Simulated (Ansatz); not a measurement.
Born–Oppenheimer molecular dynamics of CH6B2Ge (10 atoms, charge 0, multiplicity 1). It starts from a relaxed structure.

Computed with RHF/def2-SVP in Ansatz.

| Quantity | Value |
| --- | --- |
| ensemble | NVT, Langevin thermostat |
| time step | 1 fs |
| steps asked | 400 |
| set temperature | 2000 K |
| friction | 0.001 /fs |
| seed | 180887 |

First frame:

```xyz
10
Properties=species:S:1:pos:R:3
B 0.152 -0.658 -1.176
B -0.247 -1.524 0.335
Ge -0.171 0.398 1.227
C 0.245 0.859 -0.676
H 0.324 -1.026 -2.310
H -0.437 -2.659 0.661
H 0.960 0.709 2.224
H -1.471 1.027 1.762
H 1.219 1.322 -0.870
H -0.492 1.501 -1.173
```

What does the run give?

The run went to its last step.

```yaml
steps_done: 400
time_covered: 400 fs
mean_temperature_over_the_second_half: 1248 K
spread_of_the_potential_energy_over_the_second_half: 28.7 meV per atom
mean_potential_energy_of_the_second_half_above_the_start: 92.7 meV per atom
```

The mean temperature of the second half is 38 % below the set value. A run of 0.4 ps of so small a system gives no equilibrium averages.

What happens to the structure?

No bond is clearly made or broken; grazing contacts change: B1–Ge3 2.65 → 2.53 Å. Pairs count as bonded within 1.25 times the sum of covalent radii (0.12 Å more for H–H). Another seed would give other details.

How do temperature and energy run in time?


```json
{"time (fs)": "0", "T (K)": "1800", "potential energy less start (eV)": "0.000"}
{"time (fs)": "33", "T (K)": "905", "potential energy less start (eV)": "0.924"}
{"time (fs)": "66", "T (K)": "1135", "potential energy less start (eV)": "0.768"}
{"time (fs)": "99", "T (K)": "1196", "potential energy less start (eV)": "0.499"}
{"time (fs)": "132", "T (K)": "940", "potential energy less start (eV)": "0.928"}
{"time (fs)": "165", "T (K)": "1142", "potential energy less start (eV)": "0.552"}
{"time (fs)": "198", "T (K)": "1303", "potential energy less start (eV)": "0.620"}
{"time (fs)": "231", "T (K)": "928", "potential energy less start (eV)": "1.137"}
{"time (fs)": "264", "T (K)": "1592", "potential energy less start (eV)": "0.444"}
{"time (fs)": "297", "T (K)": "805", "potential energy less start (eV)": "1.281"}
{"time (fs)": "330", "T (K)": "1411", "potential energy less start (eV)": "0.659"}
{"time (fs)": "363", "T (K)": "1440", "potential energy less start (eV)": "1.013"}
{"time (fs)": "396", "T (K)": "1611", "potential energy less start (eV)": "1.042"}
```

Run time: 17 min on 2 threads of Arm Neoverse N1 (shared host), peak memory 0.23 GiB.
